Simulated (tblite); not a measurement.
Record of a relaxation.

Species: C5H8BClF2.
Numbering: `[F:1][B:2]([F:3])[C@H:4]1[CH2:5][C@@H:6]([CH2:7][Cl:8])[CH2:9]1` (hydrogens: H10 on C4; H11, H12 on C5; H13 on C6; H14, H15 on C7; H16, H17 on C9)

Computed with GFN2-xTB (tblite), gas phase: L-BFGS steps from a force-field or distance-geometry start until the largest atomic force falls under 0.01 eV/Å. 9 of its 90 geometries are shown.

Step 0: E = -818.9543 eV, largest atomic force 3.681 eV/Å
```
atom  x, y, z in Å  |  force x, y, z in eV/Å
F1     -1.783   -1.556   -1.020   -1.418   3.184   1.184
B2     -2.193   -0.262   -0.503   -1.269  -1.001  -0.660
F3     -3.558    0.147   -0.588    3.073  -1.446  -0.067
C4     -1.110    0.706    0.186   -1.698  -0.326  -0.046
C5     -0.265    0.022    1.283   -0.008  -0.235   0.485
C6      0.991    0.275    0.443    1.001  -0.183   0.260
C7      1.700   -1.008   -0.005   -0.219  -0.101   0.723
Cl8     3.068   -0.621   -1.079   -0.137  -0.094   0.057
C9      0.151    0.931   -0.643    0.392   0.884  -0.656
H10    -1.563    1.650    0.555    0.116  -0.571  -0.332
H11    -0.493   -1.058    1.432    0.135   0.853   0.151
H12    -0.264    0.601    2.226   -0.120  -0.666  -0.358
H13     1.681    0.996    0.951   -0.218  -0.753  -0.503
H14     1.000   -1.690   -0.534    0.422   0.499   0.179
H15     2.094   -1.533    0.891   -0.042   0.201  -0.539
H16     0.375    2.018   -0.741   -0.109  -0.825  -0.403
H17     0.163    0.395   -1.613    0.099   0.581   0.523
```

Step 11: E = -819.6845 eV, largest atomic force 0.033 eV/Å
```
atom  x, y, z in Å  |  force x, y, z in eV/Å
F1     -1.879   -1.431   -0.982   -0.014   0.013   0.008
B2     -2.202   -0.250   -0.492   -0.017  -0.008  -0.007
F3     -3.479    0.049   -0.622    0.016  -0.008  -0.007
C4     -1.141    0.695    0.187    0.028   0.007   0.005
C5     -0.267    0.027    1.286   -0.005   0.012   0.001
C6      1.003    0.270    0.450   -0.012   0.014   0.002
C7      1.700   -1.005    0.021   -0.011   0.017   0.001
Cl8     3.060   -0.631   -1.074   -0.006  -0.001  -0.001
C9      0.153    0.947   -0.640   -0.006   0.007   0.007
H10    -1.593    1.624    0.533    0.002  -0.019  -0.011
H11    -0.488   -1.025    1.459    0.007   0.020  -0.015
H12    -0.285    0.552    2.238   -0.006  -0.002  -0.012
H13     1.720    0.941    0.924    0.008  -0.020  -0.005
H14     1.019   -1.656   -0.527    0.008  -0.009   0.009
H15     2.117   -1.534    0.879    0.006   0.003  -0.020
H16     0.373    2.000   -0.796   -0.003  -0.020   0.014
H17     0.180    0.438   -1.602    0.005  -0.006   0.032
```

Step 22: E = -819.6850 eV, largest atomic force 0.024 eV/Å
```
atom  x, y, z in Å  |  force x, y, z in eV/Å
F1     -1.884   -1.435   -0.978    0.003  -0.008   0.001
B2     -2.202   -0.250   -0.494   -0.001   0.000  -0.001
F3     -3.477    0.053   -0.628   -0.009   0.004  -0.007
C4     -1.140    0.694    0.186    0.003  -0.005  -0.005
C5     -0.268    0.029    1.287    0.008  -0.003   0.007
C6      1.004    0.270    0.453    0.000  -0.002   0.001
C7      1.700   -1.004    0.021   -0.006   0.014  -0.001
Cl8     3.052   -0.626   -1.084   -0.014  -0.006   0.006
C9      0.154    0.947   -0.636    0.015  -0.002  -0.004
H10    -1.596    1.622    0.529    0.005  -0.003   0.003
H11    -0.486   -1.023    1.458   -0.007  -0.003   0.006
H12    -0.290    0.555    2.237    0.002   0.001   0.012
H13     1.726    0.937    0.926   -0.011  -0.003   0.001
H14     1.018   -1.658   -0.524    0.009   0.002   0.015
H15     2.124   -1.533    0.875    0.000   0.006  -0.023
H16     0.373    1.999   -0.792    0.005   0.006  -0.001
H17     0.186    0.435   -1.595   -0.003   0.002  -0.011
```

Step 33: E = -819.6855 eV, largest atomic force 0.014 eV/Å
```
atom  x, y, z in Å  |  force x, y, z in eV/Å
F1     -1.893   -1.446   -0.967    0.011   0.005   0.008
B2     -2.201   -0.253   -0.498    0.002   0.006   0.001
F3     -3.471    0.063   -0.649    0.001   0.004  -0.006
C4     -1.138    0.690    0.184   -0.006  -0.003   0.001
C5     -0.269    0.029    1.290   -0.008  -0.002   0.002
C6      1.004    0.269    0.459   -0.003   0.001   0.002
C7      1.700   -1.003    0.020    0.006   0.001   0.000
Cl8     3.029   -0.618   -1.109   -0.008  -0.007  -0.002
C9      0.160    0.946   -0.632   -0.007   0.002  -0.004
H10    -1.596    1.619    0.525   -0.003  -0.004   0.000
H11    -0.490   -1.022    1.466    0.000  -0.009  -0.005
H12    -0.294    0.558    2.239    0.004   0.003   0.004
H13     1.724    0.935    0.936    0.010  -0.001  -0.002
H14     1.011   -1.662   -0.509    0.009  -0.001   0.003
H15     2.144   -1.528    0.866   -0.002   0.000   0.004
H16     0.378    1.999   -0.786   -0.001   0.010   0.003
H17     0.197    0.437   -1.593   -0.005  -0.004  -0.008
```

Step 44: E = -819.6860 eV, largest atomic force 0.013 eV/Å
```
atom  x, y, z in Å  |  force x, y, z in eV/Å
F1     -1.886   -1.456   -0.940   -0.006  -0.002   0.002
B2     -2.197   -0.251   -0.503    0.001  -0.005  -0.002
F3     -3.458    0.076   -0.698    0.012   0.000  -0.005
C4     -1.140    0.691    0.189    0.002   0.001   0.003
C5     -0.270    0.026    1.292   -0.005  -0.002   0.004
C6      1.003    0.267    0.461   -0.008   0.009   0.000
C7      1.700   -1.004    0.021   -0.008   0.004   0.008
Cl8     2.998   -0.623   -1.145    0.004   0.001  -0.002
C9      0.158    0.949   -0.628   -0.009   0.006  -0.003
H10    -1.600    1.618    0.530    0.006   0.000   0.001
H11    -0.493   -1.024    1.465    0.005  -0.008  -0.001
H12    -0.294    0.553    2.242    0.004   0.001   0.001
H13     1.724    0.932    0.939    0.004  -0.002  -0.005
H14     1.008   -1.679   -0.483   -0.005   0.007  -0.003
H15     2.169   -1.512    0.864    0.000  -0.007   0.002
H16     0.377    2.003   -0.774    0.000   0.001  -0.003
H17     0.194    0.447   -1.592    0.002  -0.003   0.003
```

Step 56: E = -819.6865 eV, largest atomic force 0.020 eV/Å
```
atom  x, y, z in Å  |  force x, y, z in eV/Å
F1     -1.885   -1.472   -0.906    0.000  -0.010   0.004
B2     -2.190   -0.253   -0.506    0.005  -0.001   0.001
F3     -3.434    0.093   -0.763   -0.003   0.007  -0.004
C4     -1.140    0.687    0.199    0.000   0.002   0.003
C5     -0.266    0.025    1.298    0.006  -0.002   0.001
C6      1.004    0.271    0.464   -0.003   0.007  -0.001
C7      1.695   -1.002    0.020   -0.017   0.005   0.010
Cl8     2.971   -0.628   -1.170    0.015  -0.003  -0.003
C9      0.155    0.952   -0.622    0.000   0.001   0.000
H10    -1.601    1.613    0.541   -0.006   0.005   0.001
H11    -0.483   -1.028    1.466   -0.003  -0.001   0.009
H12    -0.289    0.547    2.250   -0.001   0.004  -0.006
H13     1.728    0.935    0.937   -0.002  -0.002   0.002
H14     0.991   -1.677   -0.467    0.007  -0.009  -0.015
H15     2.176   -1.506    0.859    0.006  -0.005  -0.005
H16     0.370    2.007   -0.769   -0.003  -0.003   0.001
H17     0.191    0.449   -1.586    0.001   0.005   0.000
```

Step 67: E = -819.6876 eV, largest atomic force 0.097 eV/Å
```
atom  x, y, z in Å  |  force x, y, z in eV/Å
F1     -1.905   -1.522   -0.796   -0.029   0.030   0.008
B2     -2.176   -0.263   -0.512   -0.050  -0.017  -0.018
F3     -3.362    0.138   -0.929    0.085  -0.039   0.024
C4     -1.143    0.675    0.221   -0.024   0.010   0.004
C5     -0.257    0.024    1.314    0.004   0.003  -0.013
C6      1.004    0.272    0.464   -0.001   0.008   0.005
C7      1.687   -1.001    0.005   -0.015   0.015   0.006
Cl8     2.951   -0.637   -1.202   -0.002   0.025   0.003
C9      0.144    0.961   -0.608   -0.002  -0.021  -0.009
H10    -1.616    1.594    0.562   -0.016   0.029   0.010
H11    -0.469   -1.027    1.497    0.008   0.008  -0.004
H12    -0.272    0.560    2.260    0.011  -0.015  -0.013
H13     1.734    0.933    0.933    0.018   0.001   0.002
H14     0.974   -1.671   -0.477    0.006  -0.012   0.010
H15     2.180   -1.509    0.834   -0.022  -0.009  -0.001
H16     0.344    2.020   -0.749    0.017  -0.022   0.022
H17     0.175    0.466   -1.575    0.012   0.008  -0.036
```

Step 78: E = -819.6894 eV, largest atomic force 0.015 eV/Å
```
atom  x, y, z in Å  |  force x, y, z in eV/Å
F1     -1.946   -1.563   -0.691   -0.003  -0.003   0.014
B2     -2.167   -0.275   -0.509    0.004  -0.005  -0.004
F3     -3.283    0.156   -1.060    0.005  -0.007   0.008
C4     -1.148    0.667    0.237    0.004   0.006  -0.007
C5     -0.249    0.028    1.325   -0.003  -0.004  -0.007
C6      1.002    0.270    0.460    0.004   0.007   0.000
C7      1.675   -1.004   -0.009    0.002   0.008  -0.002
Cl8     2.944   -0.620   -1.205    0.005  -0.010  -0.007
C9      0.133    0.966   -0.600    0.004   0.005  -0.001
H10    -1.631    1.583    0.575    0.002   0.006  -0.002
H11    -0.456   -1.022    1.521   -0.010  -0.003   0.000
H12    -0.248    0.573    2.265   -0.010  -0.009  -0.006
H13     1.743    0.925    0.919    0.006   0.001   0.008
H14     0.964   -1.668   -0.501    0.000   0.007   0.005
H15     2.163   -1.523    0.816   -0.007  -0.002  -0.006
H16     0.334    2.027   -0.720   -0.003   0.002   0.002
H17     0.164    0.492   -1.579   -0.003   0.002   0.005
```

Step 89: E = -819.6907 eV, largest atomic force 0.010 eV/Å
```
atom  x, y, z in Å  |  force x, y, z in eV/Å
F1     -1.994   -1.599   -0.555    0.003  -0.001   0.001
B2     -2.153   -0.291   -0.504    0.001   0.002   0.000
F3     -3.200    0.144   -1.175   -0.007  -0.001  -0.005
C4     -1.146    0.665    0.240    0.002   0.003  -0.007
C5     -0.246    0.029    1.326   -0.003  -0.001  -0.001
C6      1.004    0.274    0.460    0.000   0.000   0.000
C7      1.664   -1.001   -0.025   -0.003   0.000  -0.001
Cl8     2.931   -0.623   -1.225   -0.001  -0.002   0.002
C9      0.135    0.983   -0.592    0.002   0.000   0.000
H10    -1.642    1.577    0.575    0.003  -0.002   0.007
H11    -0.454   -1.021    1.520    0.003  -0.004   0.004
H12    -0.247    0.570    2.268    0.004   0.004  -0.003
H13     1.752    0.919    0.922    0.002  -0.004   0.003
H14     0.942   -1.653   -0.518   -0.001  -0.002   0.001
H15     2.149   -1.534    0.793   -0.002   0.005  -0.002
H16     0.333    2.047   -0.691   -0.010  -0.002   0.000
H17     0.167    0.528   -1.579    0.008   0.004   0.001
```

Q: Summarise the path.

A: The energy falls by 0.7364 eV from step 0 to step 89; nine tenths of that is first reached at step 3. It never rises by more than 0.2 meV. The largest force goes from 3.681 to 0.010 eV/Å. Among the bonds F1–B2 changes most, from 1.453 to 1.319 Å; the atoms move by 0.227 Å rms after alignment.

Q: Follow the three bonds and two angles with the largest change from start to end.

A: 
```json
{"step": "0", "E above end (eV)": "0.7364", "largest force (eV/Å)": "3.681", "F1–B2 (Å)": "1.453", "B2–F3 (Å)": "1.428", "C4–C9 (Å)": "1.527", "F1–B2–F3 (°)": "120.3", "H16–C9–H17 (°)": "113.2"}
{"step": "4", "E above end (eV)": "0.0335", "largest force (eV/Å)": "0.338", "F1–B2 (Å)": "1.323", "B2–F3 (Å)": "1.320", "C4–C9 (Å)": "1.555", "F1–B2–F3 (°)": "116.6", "H16–C9–H17 (°)": "110.8"}
{"step": "8", "E above end (eV)": "0.0080", "largest force (eV/Å)": "0.125", "F1–B2 (Å)": "1.317", "B2–F3 (Å)": "1.315", "C4–C9 (Å)": "1.553", "F1–B2–F3 (°)": "113.5", "H16–C9–H17 (°)": "109.0"}
{"step": "12", "E above end (eV)": "0.0061", "largest force (eV/Å)": "0.022", "F1–B2 (Å)": "1.319", "B2–F3 (Å)": "1.317", "C4–C9 (Å)": "1.555", "F1–B2–F3 (°)": "113.9", "H16–C9–H17 (°)": "108.6"}
{"step": "15", "E above end (eV)": "0.0059", "largest force (eV/Å)": "0.015", "F1–B2 (Å)": "1.319", "B2–F3 (Å)": "1.317", "C4–C9 (Å)": "1.555", "F1–B2–F3 (°)": "113.8", "H16–C9–H17 (°)": "108.8"}
{"step": "19", "E above end (eV)": "0.0058", "largest force (eV/Å)": "0.012", "F1–B2 (Å)": "1.319", "B2–F3 (Å)": "1.317", "C4–C9 (Å)": "1.555", "F1–B2–F3 (°)": "113.7", "H16–C9–H17 (°)": "108.9"}
{"step": "23", "E above end (eV)": "0.0056", "largest force (eV/Å)": "0.024", "F1–B2 (Å)": "1.319", "B2–F3 (Å)": "1.317", "C4–C9 (Å)": "1.554", "F1–B2–F3 (°)": "113.8", "H16–C9–H17 (°)": "108.8"}
{"step": "27", "E above end (eV)": "0.0054", "largest force (eV/Å)": "0.017", "F1–B2 (Å)": "1.319", "B2–F3 (Å)": "1.317", "C4–C9 (Å)": "1.555", "F1–B2–F3 (°)": "113.9", "H16–C9–H17 (°)": "108.8"}
{"step": "31", "E above end (eV)": "0.0053", "largest force (eV/Å)": "0.013", "F1–B2 (Å)": "1.319", "B2–F3 (Å)": "1.317", "C4–C9 (Å)": "1.555", "F1–B2–F3 (°)": "113.7", "H16–C9–H17 (°)": "108.8"}
{"step": "35", "E above end (eV)": "0.0051", "largest force (eV/Å)": "0.021", "F1–B2 (Å)": "1.319", "B2–F3 (Å)": "1.318", "C4–C9 (Å)": "1.555", "F1–B2–F3 (°)": "113.7", "H16–C9–H17 (°)": "108.8"}
{"step": "39", "E above end (eV)": "0.0049", "largest force (eV/Å)": "0.018", "F1–B2 (Å)": "1.319", "B2–F3 (Å)": "1.317", "C4–C9 (Å)": "1.555", "F1–B2–F3 (°)": "113.7", "H16–C9–H17 (°)": "108.9"}
{"step": "43", "E above end (eV)": "0.0047", "largest force (eV/Å)": "0.013", "F1–B2 (Å)": "1.319", "B2–F3 (Å)": "1.317", "C4–C9 (Å)": "1.555", "F1–B2–F3 (°)": "113.8", "H16–C9–H17 (°)": "108.8"}
{"step": "46", "E above end (eV)": "0.0046", "largest force (eV/Å)": "0.017", "F1–B2 (Å)": "1.319", "B2–F3 (Å)": "1.317", "C4–C9 (Å)": "1.556", "F1–B2–F3 (°)": "113.8", "H16–C9–H17 (°)": "108.8"}
{"step": "50", "E above end (eV)": "0.0045", "largest force (eV/Å)": "0.031", "F1–B2 (Å)": "1.319", "B2–F3 (Å)": "1.317", "C4–C9 (Å)": "1.555", "F1–B2–F3 (°)": "113.8", "H16–C9–H17 (°)": "108.8"}
{"step": "54", "E above end (eV)": "0.0043", "largest force (eV/Å)": "0.021", "F1–B2 (Å)": "1.319", "B2–F3 (Å)": "1.317", "C4–C9 (Å)": "1.556", "F1–B2–F3 (°)": "113.8", "H16–C9–H17 (°)": "108.8"}
{"step": "58", "E above end (eV)": "0.0041", "largest force (eV/Å)": "0.024", "F1–B2 (Å)": "1.319", "B2–F3 (Å)": "1.317", "C4–C9 (Å)": "1.556", "F1–B2–F3 (°)": "113.8", "H16–C9–H17 (°)": "108.9"}
{"step": "62", "E above end (eV)": "0.0039", "largest force (eV/Å)": "0.022", "F1–B2 (Å)": "1.319", "B2–F3 (Å)": "1.318", "C4–C9 (Å)": "1.557", "F1–B2–F3 (°)": "113.8", "H16–C9–H17 (°)": "108.8"}
{"step": "66", "E above end (eV)": "0.0032", "largest force (eV/Å)": "0.037", "F1–B2 (Å)": "1.319", "B2–F3 (Å)": "1.317", "C4–C9 (Å)": "1.557", "F1–B2–F3 (°)": "113.9", "H16–C9–H17 (°)": "108.8"}
{"step": "70", "E above end (eV)": "0.0024", "largest force (eV/Å)": "0.026", "F1–B2 (Å)": "1.319", "B2–F3 (Å)": "1.318", "C4–C9 (Å)": "1.558", "F1–B2–F3 (°)": "113.8", "H16–C9–H17 (°)": "108.8"}
{"step": "74", "E above end (eV)": "0.0017", "largest force (eV/Å)": "0.022", "F1–B2 (Å)": "1.319", "B2–F3 (Å)": "1.317", "C4–C9 (Å)": "1.559", "F1–B2–F3 (°)": "113.8", "H16–C9–H17 (°)": "108.8"}
{"step": "77", "E above end (eV)": "0.0013", "largest force (eV/Å)": "0.018", "F1–B2 (Å)": "1.319", "B2–F3 (Å)": "1.318", "C4–C9 (Å)": "1.559", "F1–B2–F3 (°)": "113.8", "H16–C9–H17 (°)": "108.7"}
{"step": "81", "E above end (eV)": "0.0009", "largest force (eV/Å)": "0.032", "F1–B2 (Å)": "1.320", "B2–F3 (Å)": "1.318", "C4–C9 (Å)": "1.560", "F1–B2–F3 (°)": "113.8", "H16–C9–H17 (°)": "108.8"}
{"step": "85", "E above end (eV)": "0.0006", "largest force (eV/Å)": "0.136", "F1–B2 (Å)": "1.321", "B2–F3 (Å)": "1.320", "C4–C9 (Å)": "1.559", "F1–B2–F3 (°)": "113.9", "H16–C9–H17 (°)": "108.9"}
{"step": "89", "E above end (eV)": "0.0000", "largest force (eV/Å)": "0.010", "F1–B2 (Å)": "1.319", "B2–F3 (Å)": "1.317", "C4–C9 (Å)": "1.559", "F1–B2–F3 (°)": "113.8", "H16–C9–H17 (°)": "108.7"}
```

The cost below is that of the whole relaxation. Time: 1.1 s. Hardware: one thread of an Arm Neoverse N1, no GPU, on a shared host.
